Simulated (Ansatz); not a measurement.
Relaxed structures of CH$_{2}$SZn, singlet (PBE0-D4/def2-TZVP; forces vanish, vibrations not checked; lower isomers may exist, and structures with a doubtful reference or unclear bonds are left out; Å). Computed with Ansatz 0.2.0 (basis: def2-TZVPP); correlated methods freeze the cores. The 3s and 3p shells of Cu and Zn are frozen; filled d shells are correlated.

Q: Rank them by CCSD(T) energy, lowest first, and give each one's height above the lowest. Links in brackets join atoms within 1.22 times the sum of their covalent radii (1.1 for two metals). (An estimate is asked for; the value comes from the calculation.)
A.
CH₂SZn ([SH][CH][Zn])
```
5
angstrom
S 0.9116 0.7230 -0.5242
C 0.1316 -0.6959 -0.0760
Zn -1.8006 -1.0878 -0.8813
H -0.1260 -0.6788 0.9921
H 0.8051 1.5895 0.5213
```
B.
CH₂SZn ([S][C][ZnH2])
```
5
angstrom
S -1.3996 -1.1002 -1.2518
C -0.4936 -0.3768 -0.2719
Zn 0.9327 1.0351 0.6257
H 1.2290 0.7708 2.1328
H 1.0930 1.8132 -0.7401
```
C.
CH₂SZn ([SH][C][ZnH])
```
5
angstrom
S -1.1068 -1.1247 -1.3346
C -0.0994 -0.6470 -0.1887
Zn 0.6601 1.1077 -0.0707
H -1.3976 -2.4461 -1.0326
H 1.3697 2.4410 0.2034
```

A: The calculation gives: A (0.00 kcal/mol), B (1.48 kcal/mol), C (10.53 kcal/mol). Heights count from the lowest.

T1 diagnostic: at most 0.026. The T1 diagnostic is large here, which may signal multireference character or strong orbital relaxation, so CCSD(T) is less sure. The restricted Hartree–Fock reference is unstable towards an unrestricted one at one or more of these structures. A large double-excitation amplitude points to some diradical character; no triplet was computed.

For scale, one of the runs: CCSD(T)/def2-TZVPP, 165 basis functions, launched by `ansatz run in.yaml --threads 2 --pin off --events-out ev --progress --plain --max-ram 4352MiB`. Hardware: 2 CPU threads of an Arm Neoverse V1, shared host. Wall time 35 s; peak host memory 1.2 GiB.
